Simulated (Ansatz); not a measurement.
Reactions of CH$_{8}$SSiSn, SMILES `[CH3][SnH2][SiH2]S`.

Program: Ansatz. Geometries: PBE0-D4/def2-TZVP. ΔE: electronic, gas phase. CCSD(T)/CBS adds triple-zeta CCSD(T) − MP2 to the extrapolated MP2 energy (def2 sets, frozen cores). This one scheme is used for every species, atoms too. No spin–orbit coupling; open shells (•) take unrestricted orbitals. Spin–orbit coupling would lower the free atoms: a little for C, S, Si; strongly for Sn. Elements past krypton have def2 core potentials. Bonds to Sn are less sure, by a few kJ/mol each and by 10 to 20 or more in all where they break to atoms, as the def2 sets lack core-valence functions. Each species was taken in one conformer, which may not be the lowest.

Problem. Order these by ΔE at CCSD(T)/CBS, lowest first. (Estimate.)
A. `[CH3][SnH2][SiH2]S` + `N=CO` → `[CH3][SnH2][O]C=N` + `[SiH3]S`
B. `[CH3][SnH2][SiH2]S` + H–F → `[CH3][SnH2][SiH2]F` + H₂S
C. `[CH3][SnH2][SiH2]S` → C• + 8 H• + S• + Si• + Sn•
D. `[CH3][SnH2][SiH2]S` → `[CH2]` (triplet) + `S[SiH2][SnH3]`
E. `[CH3][SnH2][SiH2]S` + `O[SiH3]` → `[SiH3]O[SiH2]S` + `[CH3][SnH3]`
F. `[CH3][SnH2][SiH2]S` + BH₃ → `[BH2][SnH2][CH3]` + `[SiH3]S`
G. `[CH3][SnH2][SiH2]S` + `N[SiH3]` → `CN[SiH3]` + `S[SiH2][SnH3]`
H. `[CH3][SnH2][SiH2]S` + H₂ → `S[SiH2][SnH3]` + CH₄

Solution. E (-0.91 eV), B (-0.60 eV), H (-0.38 eV), A (+0.06 eV), F (+0.40 eV), G (+0.74 eV), D (+4.83 eV), C (+37.57 eV).

Largest T1 diagnostic: 0.014, for `[CH3][SnH2][O]C=N`.
